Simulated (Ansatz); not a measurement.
Several settings on one geometry of the cluster Se₃⁺ (that of the charge 1 doublet, r2SCAN-D4/def2-TZVP). Ansatz on 4 threads of Arm Neoverse V1 on a shared host; times are rough.

```xyz
3

Se   -0.616    1.236    0.002
Se    1.289   -0.032   -0.028
Se   -0.673   -1.204    0.026
```

Totals from different functionals, basis sets or treatments of relativity can't be compared as stabilities.

DK, ANO-RCC and x2c sets are all-electron and run with scalar relativity unless a key says otherwise. B3LYP takes the VWN-RPA correlation.

Scalar relativity in a set contracted without it gives distorted totals.

Give the basis size and estimate the energy, ⟨S²⟩ and time of these runs.

```csv
run,method,charge,state,further keys
1,UKS PBE0-D3(BJ)-ATM/cc-pVTZ-DK,1,doublet,scf: {omitted_lower_state_checks: [starts]}
2,UKS B3LYP-D4/ANO-RCC-VTZP,1,doublet,scf: {omitted_lower_state_checks: [starts]}
3,UHF/def2-TZVPP,1,doublet,pseudopotentials: {relativity: scalar}; forces asked
```


| run | functions | energy (Eh) | ⟨S²⟩ | wall time |
| --- | --- | --- | --- | --- |
| 1 | 129 | -7288.5634 | 0.75 | 5.5 s |
| 2 | 129 | -7289.5439 | 0.75 | 8.5 s |
| 3 | 144 | -7265.2048 | 0.77 | 19 s |
